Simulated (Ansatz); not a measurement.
AlFH$_{2}$OZn, SMILES `[OH][AlH][Zn][F]`. The species carries charge 0 and has multiplicity 1. Geometry: relaxed with PBE0-D4/def2-TZVP. It is one conformer, not always the lowest.

```xyz
6

O     0.821    0.155   -1.533
Al    0.426   -0.500   -0.017
Zn   -1.327    0.734    1.159
F    -2.596    1.623    2.017
H     1.486   -0.214   -2.113
H     1.191   -1.798    0.488
```

Question: What is the dipole moment at B3LYP/def2-TZVPP? (An estimate is asked.)

Answer: Ansatz gave: 4.03 D, with components (2.90, -2.25, -1.67) D in this frame, pointing from negative to positive charge.

Question: And with PBE, r2SCAN, ωB97M-V? (An estimate is asked.)

Answer: The calculation gave: PBE 3.87 D, r2SCAN 3.95 D, ωB97M-V 3.94 D.

Question: Give the Mulliken charges with B3LYP, ωB97M-V, PBE in def2-TZVPP. (Best estimate.)

Answer: Ansatz gave: 
```csv
atom,B3LYP,ωB97M-V,PBE
O1,-0.40,-0.39,-0.36
Al2,0.52,0.48,0.49
Zn3,0.36,0.38,0.27
F4,-0.51,-0.51,-0.46
H5,0.17,0.16,0.18
H6,-0.14,-0.11,-0.12
```

B3LYP here is the variant with VWN-RPA as its local correlation; programs differ in this.
